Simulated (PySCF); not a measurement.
Working out the ionisation energy of In

In [Kr] 4d10 5s2 5p1 (2P) → In+ [Kr] 4d10 5s2 (1S). Calculation: PySCF 2.14, in aug-cc-pVTZ-PP with ECP28MDF (6s5p4d2f, 55 functions); a scalar-relativistic core potential. Frozen: 4s2 4p6 4d10. Energies in hartree (1 hartree = 27.21139 eV):

```tsv
part	In (lower)	In+ (upper)
UHF	-189.210364	-189.018767
CCSD correlation	-0.041641	-0.032710
(T)	-0.000789	0.000000
```

What does Hartree-Fock give?

(-189.018767) − (-189.210364) = 0.191597 hartree = 5.214 eV.

What do CCSD and CCSD(T) give?

The CCSD correlation energies differ by 0.008931 hartree = 0.243 eV and the triples by 0.000789 hartree = 0.021 eV, so CCSD gives 5.457 eV and CCSD(T) 5.478 eV.

Measured between the centres of the two terms (NIST): 5.603 eV, so CCSD(T) (valence) is off by -0.125 eV.

What remains against the reference includes basis incompleteness, the frozen core and higher excitations.
